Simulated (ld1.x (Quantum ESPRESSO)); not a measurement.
**Ni TM: all-electron and pseudo phase curves**

* Element: nickel (Ni)
* Generator: ld1.x (Quantum ESPRESSO) 7.5
* Type: norm-conserving Troullier–Martins (Kleinman–Bylander form)
* Functional: PBE
* Relativity: scalar-relativistic
* Frozen core: [Ne] 3s2
* Valence charge: 16
* Reference configuration: 3p6 3d8 4s1.5 4p0.5
* Partial waves: 4s (bound): rc 2.35 bohr; 3d (bound): rc 1.65 bohr; 3p (bound): rc 1.30 bohr
* Local potential: the p channel
* Core correction: Bessel-smoothed model core, default radius (core density twice the valence density)

Occupied shells without a wave of their own: 4p. They enter only through the test configuration that unscreens the potential, and ld1.x also counts them in the model core charge.

The phase is arctan(r·u′/u) with u = r·R(r), unwrapped; energies in Ry, scanned from -7 to 5 Ry. A pole is an energy at which the radial function vanishes at the test radius. The pseudo phase is shifted by a multiple of π to meet the all-electron one at the reference energy, and phase errors are pseudo minus all-electron; the curves can meet again beyond the range given. Levels narrower than the energy grid can be missing from the lists of poles.

Problem. For each channel, where are the poles, and over which energies does the pseudopotential scatter like the atom?

Solution.

```
channel  radius (bohr)  reference energy (Ry)  poles, all-electron  poles, pseudo  unbroken range about the reference energy with phases within 0.05 rad  phase error 1 Ry above the reference energy (rad)
      s           2.55                  -0.46                 1.25           1.21                                                              below 2.9                                             -0.004
      p           2.55                  -5.32          -5.31, 2.31    -5.31, 2.30                                                        the whole range                                             +0.000
      d           2.55                  -0.73          -0.63, 4.19    -0.63, 4.46                                                              below 1.2                                             +0.005
```

Note: ghost state, extra bound levels that the all-electron valence spectrum of the same l lacks: s at -103.4 eV. A true bound ghost makes a file unfit for plane-wave use. ld1.x takes every shell without a wave as core, so the model core holds the 4p electrons as well and exchange and correlation see them twice. This cancels in the reference configuration, but the file is broken for other ones, and its errors say nothing about a proper core correction.

Phases in the p channel:

```csv
E (Ry),all-electron,pseudo
-7.00,1.416,1.416
-6.48,1.409,1.409
-5.96,1.400,1.400
-5.44,1.374,1.374
-4.92,-1.751,-1.751
-4.40,-1.766,-1.766
-3.88,-1.782,-1.782
-3.36,-1.801,-1.801
-2.84,-1.825,-1.825
-2.32,-1.858,-1.858
-1.80,-1.906,-1.906
-1.28,-1.984,-1.985
-0.76,-2.137,-2.138
-0.24,-2.537,-2.540
0.28,-3.598,-3.605
0.80,-4.298,-4.301
1.32,-4.535,-4.537
1.84,-4.647,-4.649
2.36,-4.718,-4.720
2.88,-4.773,-4.775
3.40,-4.824,-4.828
3.92,-4.882,-4.887
4.44,-4.960,-4.968
4.96,-5.091,-5.110
```
